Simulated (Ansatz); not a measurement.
This geometry of AlBFH₅Si (9 atoms, charge 0, multiplicity 1) is a first-order saddle point.

Level of theory: Ansatz, UKS B3LYP-D4/STO-3G.

```xyz
9
Properties=species:S:1:pos:R:3
F 2.003 -0.779 -0.793
B 0.967 -0.097 -0.292
Al 0.524 1.750 -0.523
Si -0.492 -0.968 0.747
H 0.047 0.547 -1.550
H -0.247 3.021 -0.759
H -1.578 -0.025 0.935
H -1.075 -2.147 0.143
H -0.061 -1.347 2.076
```

**Question.** Which two structures does it join? (They come from a converged band through this point; their orientation in space is the band's.)

**Answer.** Bonds broken: Al3–H5. Bonds formed: B2–H5.

First end point:

```xyz
9
Properties=species:S:1:pos:R:3
F 1.864 -0.945 -0.599
B 0.769 -0.256 -0.312
Al 0.461 1.653 -0.982
Si -0.613 -1.157 0.837
H -0.212 1.917 -2.304
H 0.815 2.846 -0.134
H -1.948 -0.810 0.399
H -0.540 -2.602 0.876
H -0.508 -0.693 2.204
```

Last end point:

```xyz
9
Properties=species:S:1:pos:R:3
F 2.052 -0.818 -0.751
B 0.850 -0.183 -0.709
Al 0.629 1.813 -0.237
Si -0.534 -0.832 0.624
H 0.319 0.026 -1.766
H -0.413 2.938 -0.159
H -1.574 0.155 0.863
H -1.236 -2.019 0.182
H -0.004 -1.128 1.938
```

**Question.** How far does it lie above each of them?

**Answer.** 143.2 kJ/mol above the first and 66.0 kJ/mol above the second. This is the barrier of this one path; another mechanism may lie lower. The orbitals stay closed-shell, which can raise the energy where a bond breaks towards radicals; this wasn't checked here. Limits of this set-up: minimal basis.

Time of the run: 5.8 min on 1 thread of Arm Neoverse V1 (shared host), peak memory 0.13 GiB.
